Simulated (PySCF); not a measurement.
**Nuclear quadrupole coupling in `CCOC(=O)C=C(F)F`**

Species: C5H6F2O2.
Cartesian coordinates in Å at the PBE0-D3(BJ)/def2-TZVP level; atoms count from 1:
```xyz
15
C5H6F2O2 angstrom
C     -2.1967    0.1306   -0.7186
C     -1.3903    0.7162    0.4142
O      0.0160    0.5286    0.2043
C      0.5209   -0.6441    0.5984
O     -0.1202   -1.5183    1.1253
C      1.9565   -0.7812    0.3368
C      2.7485    0.0967   -0.2651
F      2.4200    1.2613   -0.7377
F      4.0237   -0.1224   -0.4653
H     -1.8794    0.5485   -1.6759
H     -2.0850   -0.9538   -0.7510
H     -3.2548    0.3616   -0.5768
H     -1.5128    1.7978    0.4744
H     -1.6672    0.2674    1.3691
H      2.4088   -1.7066    0.6611
```

Field gradients from the PBE0/pcSseg-2 density (PySCF, non-relativistic), principal values in atomic units, ordered |Vxx| ≤ |Vyy| ≤ |Vzz|:

```
atom      Vxx      Vyy      Vzz
  O3  -0.5131  -1.1424   1.6555
  O5   0.6878   0.8894  -1.5772
```

Find the asymmetry η = (Vxx − Vyy)/Vzz and the couplings χ = eQV/h (234.96 MHz × Q in barn × V in au), with Q(17O) = −0.0256 b.

```
atom                 environment  nucleus     η  χzz (MHz)  χxx (MHz)  χyy (MHz)
  O3  ester single-bonded oxygen      17O  0.38      -9.96       3.09       6.87
  O5       ester carbonyl oxygen      17O  0.13       9.49      -4.14      -5.35
```

The tensor is traceless: Vxx + Vyy + Vzz = 0.

What is Vzz at O3 in SI units (1 au = 9.71736 × 10²¹ V/m²)?

1.6555 au = 16.087 × 10²¹ V/m².

What couplings would deuterons (Q(2H) = 0.00286 b) have in place of the hydrogens, at this geometry?

| atom | bonded to | bond length (Å) | Vzz (au) | η | χzz (kHz) |
| --- | --- | --- | --- | --- | --- |
| H10 | C1 | 1.092 | 0.2850 | 0.03 | 192 |
| H11 | C1 | 1.091 | 0.2834 | 0.02 | 190 |
| H12 | C1 | 1.092 | 0.2859 | 0.03 | 192 |
| H13 | C2 | 1.090 | 0.2781 | 0.08 | 187 |
| H14 | C2 | 1.091 | 0.2720 | 0.09 | 183 |
| H15 | C6 | 1.080 | 0.2984 | 0.10 | 201 |

The structure is a single PBE0-D3(BJ)/def2-TZVP conformer in the gas phase; no vibrational or solvent corrections.

These values come from a run that also computed NMR shieldings. Hardware: an Intel Xeon at 2.50 GHz with 2 threads, shared host with 64 logical CPUs at a one-minute load of 56. Cost: 5.0 min wall, 6.7 min CPU, 2.8 GiB resident at most.
